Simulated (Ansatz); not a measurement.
Geometry optimisation of the cluster KBr₂⁻.

```yaml
crystal:
  periodic: [false, false, false]
  atoms:
    - {symbol: K, position_ang: [-0.000660, 0.005760, -0.006450]}
    - {symbol: Br, position_ang: [0.280070, -2.791650, -0.887930]}
    - {symbol: Br, position_ang: [-0.279410, 2.785880, 0.894370]}
basis:
  gaussian: {orbitals: def2-TZVPD}
total_charge: -1
hamiltonian: {xc: pbe0, dispersion: d4}
scf: {lower_state_search: "off"}
output: {orbitals: {seedname: orbitals}}
relax: {f_tol: 0.02, max_steps: 100}
```

```sh
$ ansatz run in.yaml --threads 4 --pin off --events-out ev --progress --plain --max-ram 3916MiB
```

Output, abridged:

```
Functional definition: PBE0
mean field -156402.87291856 eV, -5747.6995660822 hartree, gradient 2.2e-6 eV, S^2 0.000000; 0 other end points of the search recorded, 0 dependent functions left out
relax step   1: F+E_penalty+E_count = -156402.90911346 eV  Δ(F+E_penalty+E_count) = +0.000e0 eV  max|allowed force component| = 2.760e-1 eV/Å  Δτ_max = 0.0000 Å  (15 SCF iters, accepted)
mean field -156402.88967699 eV, -5747.7001819431 hartree, gradient 5.3e-7 eV, S^2 0.000000; 0 other end points of the search recorded, 0 dependent functions left out
relax step   2: F+E_penalty+E_count = -156402.92545531 eV  Δ(F+E_penalty+E_count) = -1.634e-2 eV  max|allowed force component| = 1.384e-1 eV/Å  Δτ_max = 0.0406 Å  (20 SCF iters, accepted)
mean field -156402.89625914 eV, -5747.7004238325 hartree, gradient 5.3e-7 eV, S^2 0.000000; 0 other end points of the search recorded, 0 dependent functions left out
relax step   3: F+E_penalty+E_count = -156402.93163681 eV  Δ(F+E_penalty+E_count) = -6.182e-3 eV  max|allowed force component| = 1.828e-2 eV/Å  Δτ_max = 0.0411 Å  (20 SCF iters, accepted)
Total energy: -156402.93167588 eV, -5747.7017253739 hartree
Atom 0 at    -0.000242     0.001912    -0.004401 Å, force     0.000393    -0.003782     0.000166 eV/Å
Atom 1 at     0.287487    -2.865755    -0.913254 Å, force     0.001448    -0.014501    -0.005325 eV/Å
Atom 2 at    -0.287246     2.863833     0.917644 Å, force    -0.001841     0.018283     0.005159 eV/Å
Dipole moment:    -0.000354     0.002877    -0.005663 e Å
Checks for a lower state left out: stability, starts, cluster_reference, orbital_swaps, neighbouring_geometries, increment
```

Hardware: 4 threads of Intel Xeon on a shared host. Wall time 22 s.

The structure comes from a short search, and lower isomers may exist.
